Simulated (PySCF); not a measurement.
Job for PySCF: R-B3LYP/LANL2DZ on AlH5S (a complex), monomers drawn apart or pushed together.

```python
from pyscf import gto, scf, dft, mp
from pyscf.data.elements import chemcore

mol = gto.M(
    atom='''
    Al   -0.25202210   -0.12635167    0.49225603
    H    -1.00168848   -1.49315276    0.80039847
    H    -1.11700855    1.19676598    0.33867608
    H     1.19678043   -0.18373076   -0.15599863
    S     0.90049841    0.60423596    3.83058043
    H     1.40632686   -0.60445425    4.13273667
    H    -0.24644870    0.36841486    4.49163832
    ''',
    basis='lanl2dz',
    ecp={'Al': 'lanl2dz', 'S': 'lanl2dz'},
    charge=0, spin=0, verbose=3, max_memory=1800)
mf = dft.RKS(mol, xc='b3lyp')
mf.conv_tol = 1e-8
mf.max_cycle = 100
mf.kernel()
if not mf.converged:
    mf = mf.newton().run(mf.mo_coeff, mf.mo_occ)
```

Output:

```
converged SCF energy = -15.0527042928373
```

The calculation finished and met its thresholds.

Cost: about 0.9 core-seconds (a rough figure).
